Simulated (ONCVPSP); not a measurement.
Au (Z = 79): excitation energies, all-electron against ONCV

gold (Au), optimised norm-conserving Vanderbilt (ONCV), made with ONCVPSP 4.0.1 (PBEsol, fully relativistic). Core [Kr] 4d10 4f14, reference 5s2 5p6 5d10 6s1. Waves: 5s+6s: rc 1.65 bohr, ncon 4, nbas 7, qcut 7 1/bohr, 2 projectors; 5p: rc 1.85 bohr, ncon 4, nbas 8, qcut 8.3 1/bohr, 1 projector; 5d: rc 1.50 bohr, ncon 3, nbas 6, qcut 7.2 1/bohr, 2 projectors, debl 0.5 Ha. Local part: polynomial inside 1.10 bohr (lpopt 5, dvloc0 1 Ha). Core correction: Teter function, fcfact 4.5, rcfact 1.05.

Open shells are filled in proportion to 2j + 1.

Energies are relative to the spin-unpolarised reference configuration 5s2 5p6 5d10 6s1; without spin polarisation the order of configurations can differ from experiment.

| valence configuration | charge | ΔE all-electron (eV) | error AE − PS (meV) |
| --- | --- | --- | --- |
| 5s2 5p6 5d10 6s0 | +1 | 9.458 | -2.1 |
| 5s2 5p6 5d9 6s0 | +2 | 30.717 | -0.9 |

Task: What are ΔE and the potential's error for 5s2 5p6 5d8 6s0?

Result: ΔE = 64.626 eV all-electron; the error (AE − PS) is +0.9 meV.

Task: What are ΔE and the potential's error for 5s2 5p6 5d7 6s0?

Result: ΔE = 112.350 eV all-electron; the error (AE − PS) is +6.0 meV.

Levels in the configuration 5s2 5p6 5d10 6s0:

| level | all-electron (eV) | pseudo (eV) |
| --- | --- | --- |
| 5s j=1/2 | -116.673 | -116.729 |
| 5p j=3/2 | -63.910 | -63.922 |
| 5p j=1/2 | -80.422 | -80.448 |
| 5d j=5/2 | -14.758 | -14.757 |
| 5d j=3/2 | -16.331 | -16.330 |

Note: no bound ghost flagged; GHOST(+) flagged for s at 133.5 eV.
